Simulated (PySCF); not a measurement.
**Electron correlation in Ir (iridium, neutral)**

[Xe] 4f14 5d7 6s1 6p1, one real determinant (an excited configuration). Computed with PySCF 2.14 in ANO-RCC-VTZP (8s7p5d3f1g, 84 functions), with the spin-free X2C one-electron Hamiltonian (Gaussian nucleus). Frozen: [Xe] 4f14; 9 electrons correlated.

```json
{"level": "CCSD", "correlation energy (mhartree)": "-186.21"}
{"level": "(T)", "correlation energy (mhartree)": "-7.07"}
{"level": "CCSD(T)", "correlation energy (mhartree)": "-193.28"}
```

Diagnostics: T1 = 0.015, D1 = 0.0498, largest double amplitude 0.074.

Question: Is a single reference adequate?

Answer: Mostly. T1 lies below 0.03, but a double amplitude of this size points to a near-degeneracy that CCSD handles and MP2 describes poorly.

The basis was made for the ground configuration and has no added diffuse functions, which can raise the energy of the promoted electron.

The reference is one real determinant that mixes LS terms of this configuration.
